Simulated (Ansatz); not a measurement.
Consider the formal hydrolysis of a Ge–O bond: `[SiH3][O][GeH]` + H₂O → `[OH][GeH]` + `O[SiH3]`.

Computed with Ansatz on PBE0-D4/def2-TZVP structures; ΔE is electronic, products minus reactants. CBS: MP2 limit from def2 TZ/QZ plus the TZ coupled-cluster correction, frozen cores. This one scheme is used for every species. Functionals use def2-TZVPP. HSE06 is defined as in plane-wave codes. For Ge outer-core shells are correlated without core-valence functions, which leaves a few kJ/mol of doubt a bond. Scalar relativity is left out up to krypton.

`[SiH3][O][GeH]`:

Cartesian coordinates in Å:
```
Si 0.267 0.971 0.262
O -0.463 -0.470 -0.035
Ge 0.089 -2.027 -0.724
H 1.701 0.931 -0.142
H 0.180 1.274 1.713
H -0.424 2.038 -0.506
H -1.350 -2.719 -0.568
```

H₂O:

Z-matrix (Å, degrees):
```
O
H 1 0.960
H 1 0.960 2 105.1
```

`[OH][GeH]`:

Z-matrix (Å, degrees):
```
O
Ge 1 1.791
H 1 0.961 2 111.5
H 2 1.599 1 92.3 3 180.0
```

`O[SiH3]`:

Cartesian coordinates in Å:
```
O -1.032 0.603 -0.464
Si 0.379 -0.028 0.109
H -1.800 0.032 -0.486
H 0.245 -0.482 1.520
H 1.376 1.064 0.024
H 0.832 -1.190 -0.704
```

```
          level  ΔE (kJ/mol)
        BLYP-D4          6.7
      r2SCAN-D4          3.3
           PBE0          3.3
        r2SCANh          3.5
          HSE06          3.3
   MP2/def2-SVP          8.4
CCSD/def2-TZVPP          8.8
   HF/CBS(def2)         10.8
```

Problem. What does CCSD(T)/CBS give? (Best estimate.)

Solution. Ansatz gave: +10.3 kJ/mol. The listed levels differ from it by -3.6, -7.0, -7.0, -6.8, -7.0, -1.9, -1.5, 0.5 kJ/mol.

Largest T1 diagnostic among the species: 0.016.

The D4 term adds +5.9 kJ/mol with B3LYP and +3.2 kJ/mol with PBE0; it sums over pairs of atoms, weighted by their polarisabilities, and B3LYP, whose exchange is more repulsive, gets the larger term. From BLYP to BHLYP (50 % exact exchange), in def2-TZVPP and without D4, ΔE moves by +6.3 kJ/mol. Leaving LDA and LC-ωPBE aside and taking each functional with its dispersion term where it has one, the values, not all of them listed here, spread over 9.3 kJ/mol, from r2SCAN-D4 to BHLYP-D4.

B3LYP here is the variant with VWN-RPA as its local correlation; programs differ in this.
